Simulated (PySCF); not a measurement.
Species: o-toluoyl chloride, C₈H₇ClO.
Structure used (PBE0-D3(BJ)/def2-SVP), in Å, numbered top down from 1:
```
atom  x, y, z in Å
C1    -1.6961   -1.3401    0.2372
C2    -0.3915   -0.6087    0.1429
C3     0.7870   -1.2962    0.4541
C4     2.0365   -0.6874    0.3920
C5     2.1435    0.6478    0.0100
C6     0.9931    1.3565   -0.3048
C7    -0.2714    0.7516   -0.2448
C8    -1.4953    1.5151   -0.5798
O9    -2.6141    1.1163   -0.5559
Cl10  -1.2193    3.2263   -1.0764
H11   -1.5232   -2.3823    0.5378
H12   -2.3719   -0.8682    0.9655
H13   -2.2375   -1.3301   -0.7196
H14    0.7136   -2.3444    0.7540
H15    2.9315   -1.2616    0.6438
H16    3.1182    1.1368   -0.0427
H17    1.0586    2.4019   -0.6053
```

Level: PBE0/pcSseg-1 in PySCF, non-relativistic, on one gas-phase PBE0-D3(BJ)/def2-SVP geometry that isn't relaxed in the solvent. The solvent is an IEF-PCM continuum (Bondi radii, 1.10 Å for H, scaled by 1.2). The model holds no explicit solvent molecules, cavitation or dispersion.

```
run  E − E(gas) (kcal/mol)  HOMO (eV)  HOMO–LUMO gap (eV)  dipole (D)
gas                   0.00      -7.68                5.55        3.79
  P                  -3.26      -7.55                5.44        4.62
  Q                  -1.79      -7.59                5.49        4.24
```

Q: The runs were made in chloroform and cyclohexane. Which run belongs to which solvent?

A: P = chloroform, Q = cyclohexane. The dielectric constants are 2.017 (cyclohexane), 4.711 (chloroform), and the energy falls further as ε rises. In this model the ground state sees the solvent through ε alone.

Q: How constant is the ratio of the lowering to (ε − 1)/(2ε + 1)?

A: 
| solvent | (ε − 1)/(2ε + 1) | E − E(gas) (kcal/mol) | ratio (kcal/mol) | polarisation term (kcal/mol) |
| --- | --- | --- | --- | --- |
| cyclohexane | 0.202 | -1.79 | -8.8 | -1.90 |
| chloroform | 0.356 | -3.26 | -9.2 | -3.64 |

The ratio changes by +3.7 % in size from cyclohexane to chloroform. The polarisation term is half the interaction of the solute with the induced surface charges.

The run took 41 s of wall time on Arm Neoverse V1, one thread, on a shared host, and the process peaked at 1.2 GiB of memory. This is the whole shielding run at PBE0/pcSseg-1 in chloroform, SCF included.
